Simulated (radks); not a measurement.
Problem. All-electron atom: Gd36+ in [Ar] 3d10. Method: scalar-relativistic Kohn-Sham, r2SCAN, spin-polarised, spherical densities, finite nucleus; meta-GGA in the generalised Kohn-Sham scheme; Fermi nuclear charge, rms radius 5.1569 fm; computed with a radial shooting solver on a logarithmic mesh with Libxc functionals. Some entries of the table are withheld. Estimate them.

orbital,occ.,eigenvalue (eV),<r> (bohr)
1s,2,-51684.82,(1)
2s,2,(2),0.09304
2p,6,(3),0.08214
3s,2,-3240.731,0.2396
3p,6,-2955.078,0.2370
3d,10,-2589.204,0.2141

Solution. 
(1) 1s <r> (bohr): 0.02191
(2) 2s eigenvalue (eV): -9780.563
(3) 2p eigenvalue (eV): -8868.423
